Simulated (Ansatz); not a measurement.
Species: HTe, net charge 0, doublet state. SMILES: [TeH]
Geometry from a B3LYP-D3(BJ)/def2-TZVP (Ansatz, an electronic-structure program) optimisation:
```xyz
2

Te     0.0000     0.0000    -0.0314
H      0.0000     0.0000     1.6331
```
Charge 0, spin multiplicity 2.

Wanted: atomisation energy, in kcal/mol. Set-up: atomisation electronic, to ground-state atoms; LANL2DZ with its own core potentials from Na on; open shells spin-unrestricted; def2 sets with scalar-relativistic core potentials past Kr; 6-31G* and kin with 6d, 5d where marked; no spin-orbit coupling. First-principles rows: single points at B3LYP-D3(BJ) geometries (Ansatz).

```csv
species,coefficient,"E at B3LYP/6-31G* with LANL2DZ past Ar (Ansatz), Eh","E at wB97X-V/def2-TZVPD (Ansatz), Eh"
[TeH] (HTe),-1,-8.61663,-268.57602
H atom,+1,-0.50027,-0.50049
Te atom,+1,-8.01517,-267.96418
```

 1 Eh = 627.5095 kcal/mol.

**Question.** Compute it at each level from the table.

**Answer.** 
- B3LYP/6-31G* with LANL2DZ past Ar: the sum of coefficient times E is 0.10119 Eh, or 63.50 kcal/mol. Result: 63.5 kcal/mol.
- wB97X-V/def2-TZVPD: the sum of coefficient times E is 0.11135 Eh, or 69.87 kcal/mol. Result: 69.9 kcal/mol.
